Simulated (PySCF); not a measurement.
Ligands exchanged one at a time, Sn C2H5-H. All species are isolated molecules in the gas phase. One relaxed conformer stands for each flexible species; it need not be the lowest. Strings in code marks are SMILES.

The HOMO from two functionals at the same geometries (B3LYP-D3(BJ)/def2-SVP), both in PySCF: PBE-D3(BJ)/def2-TZVP and ωB97X-D3(BJ)/def2-TZVP. 

| species | PBE-D3(BJ)/def2-TZVP (eV) |
|---|---|
| 0 of 4 C2H5 replaced by H (`C[CH2][Sn]([CH2]C)([CH2]C)[CH2]C`) | -5.86 |
| 2 of 4 C2H5 replaced by H | -6.19 |
| 3 of 4 C2H5 replaced by H (`[CH2]([SnH3])C`) | -6.64 |
| 4 of 4 C2H5 replaced by H (`[SnH4]`) | -7.92 |

Task: What does ωB97X-D3(BJ)/def2-TZVP give for each?

Result: 
- 0 of 4 C2H5 replaced by H (`C[CH2][Sn]([CH2]C)([CH2]C)[CH2]C`): -9.32
- 2 of 4 C2H5 replaced by H: -9.64
- 3 of 4 C2H5 replaced by H (`[CH2]([SnH3])C`): -10.12
- 4 of 4 C2H5 replaced by H (`[SnH4]`): -11.63
Over these rows, drawn at random from the members with no instability flagged (it was tested for open shells, ions and some series alone), PBE minus ωB97X-D3(BJ): mean +3.52 eV, from +3.44 eV to +3.71 eV.
